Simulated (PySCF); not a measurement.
Work out the structure from these simulated measurements.

Formula: C6H14PSi; charge +1.

| Property | Result |
| --- | --- |
| UV, first state | lowest singlet excitation: 6.18 eV (201 nm, f = 0.008) [TDDFT B3LYP/def2-SVPD] |
| NMR, other nuclei | isotropic shieldings of nuclei other than C and H, by class: 418 (1 Si), 306 (1 P) ppm [GIAO PBE0/pcSseg-1] |
| 1H NMR | chemical shifts (computed TMS as zero) by class: 6.62 (1 H), 5.95 (1 H), 4.52 (3 H), 3.51 (1 H), 3.37 (1 H), 3.16 (1 H), 3.05 (1 H), 2.17 (1 H), 1.88 (1 H), 1.56 (3 H) ppm [GIAO PBE0/pcSseg-1] |
| Triplet | lowest triplet excitation (Tamm–Dancoff): 4.21 eV [TDA B3LYP/def2-SVPD] |
| Rotational structure | rotational constants A, B, C: 2.625, 0.763, 0.651 GHz [PBE0-D3(BJ)/def2-SVP] |
| 13C NMR | chemical shifts (computed TMS as zero) by class: 146.6 (1 C), 145.1 (1 C), 32.4 (1 C), 31.1 (1 C), 17.2 (1 C), 7.7 (1 C) ppm [GIAO PBE0/pcSseg-1] |

Gas-phase values; electronic properties from PySCF, density fitting. Levels stand in brackets. Isolated species at its PBE0-D3(BJ)/def2-SVP geometry (one conformer only). NMR classes are plain means over equivalent atoms (diastereotopic ones count apart unless rotation or inversion swaps them), as if these changed places fast.

Question: Propose a structure and show how it fits.

Answer: Numbering: `[CH3:1][CH2:2][P@H+:3]1[CH2:4][CH:5]=[C:6]([SiH3:7])[CH2:8]1`. 6 carbons fall into 6 classes; from least to most shielded: fully substituted alkene carbon [C6] (146.6 ppm), alkene CH carbon [C5] (145.1 ppm), ring sp3 carbon bound to phosphorus [C4] (32.4 ppm), ring sp3 carbon bound to phosphorus [C8] (31.1 ppm), chain sp3 carbon bound to phosphorus [C2] (17.2 ppm), methyl carbon [C1] (7.7 ppm). Hydrogen classes from least to most shielded: 1 H on an alkene CH carbon, C5 (6.62 ppm), 1 H on a phosphonium phosphorus, P3 (5.95 ppm), 3 H on an SiH3 silicon, Si7 (4.52 ppm), 1 H on an sp3 carbon bound to phosphorus, C4 (3.51 ppm), 1 H on an sp3 carbon bound to phosphorus, C8 (3.37 ppm), 1 H on an sp3 carbon bound to phosphorus, C8 (3.16 ppm), 1 H on an sp3 carbon bound to phosphorus, C4 (3.05 ppm), 1 H on an sp3 carbon bound to phosphorus, C2 (2.17 ppm), 1 H on an sp3 carbon bound to phosphorus, C2 (1.88 ppm), 3 H on a methyl carbon, C1 (1.56 ppm, a mean of values up to 0.9 ppm apart in this geometry). The other shieldings belong to: 418 ppm, SiH3 silicon [Si7]; 306 ppm, phosphonium phosphorus [P3]. S1 is mainly HOMO→LUMO+1 (weight 0.71); the largest Löwdin shares of the orbital it empties are 0.31 on the alkene CH carbon, 0.30 on the fully substituted alkene carbon, 0.07 on the SiH3 silicon and 0.07 on an sp3 carbon bound to phosphorus, of the orbital it fills 0.32 on the phosphonium phosphorus, 0.16 on the P–H hydrogen and 0.09 on each of 2 atoms of one kind (sp3 carbon bound to phosphorus). The optimised geometry has point group C1 and is an asymmetric top. Structure: `CC[P@H+]1CC=C([SiH3])C1`. The assignments are read from this structure; whether some other isomer fits the data as well wasn't checked. The mirror image fits equally.
